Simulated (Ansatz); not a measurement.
`[CH3][AlH][O][SiH2][GaH2]` + `N#C[SiH](F)F` → `N#C[SiH2][GaH2]` + `[CH3][AlH][O][SiH](F)F`  (redistribution)

Gas-phase electronic energies from Ansatz, PBE0-D4/def2-TZVP geometries. CCSD(T)/CBS is the MP2 limit (def2-TZVPP, def2-QZVPP) plus CCSD(T) − MP2 in def2-TZVPP, frozen cores. This one scheme is used for every species. DFT in def2-TZVPP. B3LYP here is the variant with VWN-RPA as its local correlation; programs differ in this. For Ga outer-core shells are correlated without core-valence functions, which leaves a few kJ/mol of doubt a bond. Scalar relativity is left out up to krypton. Each species was taken in one conformer, which may not be the lowest.

| level | ΔE (kJ/mol) |
| --- | --- |
| B3LYP-D4 | -65.0 |
| r2SCAN | -68.8 |
| MP2/def2-TZVPP | -67.6 |
| CCSD(T)/def2-TZVPP | -67.7 |

What does CCSD(T)/CBS give? (Best estimate.)

Ansatz gave: -67.5 kJ/mol. The listed levels differ from it by 2.5, -1.3, -0.1, -0.2 kJ/mol.

Largest T1 diagnostic among the species: 0.014.

From PBE to PBE0 (25 % exact exchange), in def2-TZVPP and without D4, ΔE moves by −3.3 kJ/mol.
